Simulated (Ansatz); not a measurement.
CH2F (SMILES [CH2]F), charge 0, multiplicity 2, relaxed at each level with Ansatz (a program for electronic structure); harmonic frequencies from differences of analytic forces, average atomic masses, frozen cores. Open shells are unrestricted.

```csv
mode,B3LYP/def2-TZVPP (cm⁻¹),PBE0/def2-TZVPP (cm⁻¹),wB97X-V/def2-TZVPP (cm⁻¹),MP2/cc-pVTZ (cm⁻¹),CCSD(T)/cc-pVDZ (cm⁻¹),CCSD(T)/cc-pVTZ (cm⁻¹)
1,501,505,535,651,671,602
2,1169,1174,1176,1201,1176,1186
3,1180,1218,1209,1210,1190,…
4,1467,1469,1473,1511,1479,1492
5,3133,3148,3151,3198,3141,…
6,3290,3305,3307,3360,3292,…
```

Modes are in rising order at each level. What belongs in the gaps?


- 3, CCSD(T)/cc-pVTZ (cm⁻¹): 1202
- 6, CCSD(T)/cc-pVTZ (cm⁻¹): 3300
- 5, CCSD(T)/cc-pVTZ (cm⁻¹): 3146
